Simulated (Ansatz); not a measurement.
## Relaxing a trial structure of F2H2SiSn

The starting geometry of this gas-phase singlet was optimised with GFN2-xTB.

```xyz
6

F    -3.4968   -1.3414    1.9666
F    -3.9247   -0.5382   -0.1689
Si   -2.9068   -0.2061    1.0140
Sn   -0.8553    1.2921    1.1717
H    -1.5426    1.6138    2.7923
H    -1.9951    2.4809    0.4722
```

Task: Where would you expect an optimisation with PBE0-D3(BJ)/def2-SVP to take it?

Result: A new bond forms, giving a structure given below by its coordinates. Distances that change by over a tenth: Sn4–H6 (1.79 → 2.22 Å). Contacts that close: Si3–H6 (2.89 → 1.63 Å).

The energy falls by 0.57 eV over 22 steps:

| step | E − E(last) (eV) |
| --- | --- |
| 1 | 0.567 |
| 3 | 0.431 |
| 6 | 0.426 |
| 8 | 0.413 |
| 10 | 0.386 |
| 13 | 0.316 |
| 15 | 0.085 |
| 17 | 0.028 |
| 20 | 0.000 |
| 22 | 0.000 |

Final geometry (Å):

```yaml
atoms:
  - { symbol: F, position_ang: [-3.7196, -0.5563, 2.0490] }
  - { symbol: F, position_ang: [-3.4967, -0.4124, -0.4859] }
  - { symbol: Si, position_ang: [-2.7504, 0.0133, 0.8867] }
  - { symbol: Sn, position_ang: [-0.6833, 1.3993, 1.0819] }
  - { symbol: H, position_ang: [-1.1905, 1.2216, 2.7801] }
  - { symbol: H, position_ang: [-2.8808, 1.6357, 0.9360] }
```

Frequencies at the end are all real (lowest 113 cm⁻¹). Atoms past krypton carry core potentials, without spin–orbit terms. Run with Ansatz 0.2.0, 33 s on 2 threads of Intel(R) Xeon(R) Platinum 8375C CPU @ 2.90GHz (Ice Lake) (shared host).
